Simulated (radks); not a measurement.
All-electron atom: Ta I in [Xe] 4f14 5d2 6s2 5f1 (not the ground configuration).

Calculated with a radial shooting solver on a logarithmic mesh with Libxc functionals: Dirac Kohn-Sham, PBEsol, spin-unpolarised, spherical densities, finite nucleus; open shells fill j = l - 1/2 first; Fermi nuclear charge, rms radius 5.3507 fm.

Energy parts (eV):
part                       energy
total                  -425006.94
kinetic                 476857.60
electron-nucleus      -1059418.00
Hartree                 166052.50
exchange-correlation     -8499.04

Orbitals (lengths in bohr, moments of r in powers of bohr):
orbital  occ.  eigenvalue (eV)       <r^4>      <r>
1s1/2       2        -67236.75   6.216e-07  0.01867
2s1/2       2        -11551.78  0.00009350  0.07837
2p1/2       2        -11043.61  0.00005643  0.06488
2p3/2       4        -9774.214  0.00008127  0.07272
3s1/2       2        -2651.920    0.003470   0.2044
3p1/2       2        -2425.422    0.003069   0.1943
3p3/2       4        -2152.182    0.004022   0.2089
3d3/2       4        -1768.543    0.002744   0.1830
3d5/2       6        -1709.002    0.002981   0.1875
4s1/2       2        -546.4908     0.08238   0.4588
4p1/2       2        -453.0529     0.09046   0.4645
4p3/2       4        -390.0537      0.1190   0.4977
4d3/2       4        -236.2589      0.1557   0.5166
4d5/2       6        -224.6853      0.1700   0.5281
5s1/2       2         -80.5891       2.728    1.099
5p1/2       2         -53.4068       4.324    1.215
5p3/2       4         -44.5405       6.062    1.320
4f5/2       6         -33.5468      0.6467   0.6332
4f7/2       8         -31.5628      0.7028   0.6440
6s1/2       2         -10.7605       152.6    2.990
5d3/2       2         -10.6858       41.28    1.985
5d5/2       0          -9.9908       47.46    2.054
6p1/2       0          -5.9884       378.7    3.695
6p3/2       0          -5.1843       521.5    3.997
7s1/2       0          -2.0160        9530    8.355
6d3/2       0          -1.1117       22290    9.883
6d5/2       0          -1.0871       24450    10.17
5f5/2       1          -0.4249      142000    17.19
5f7/2       0          -0.4249      142000    17.19

The highest occupied level is 5f5/2 at -0.425 eV. The configuration is held as typed, so some empty levels lie below it. The density falls to 0.001 e/bohr^3 at r = 4.50 bohr. Summed over all electrons, <r^2> = 379.4 bohr^2, which gives a Langevin (diamagnetic) susceptibility term of -301 x 10^-6 cm^3/mol.
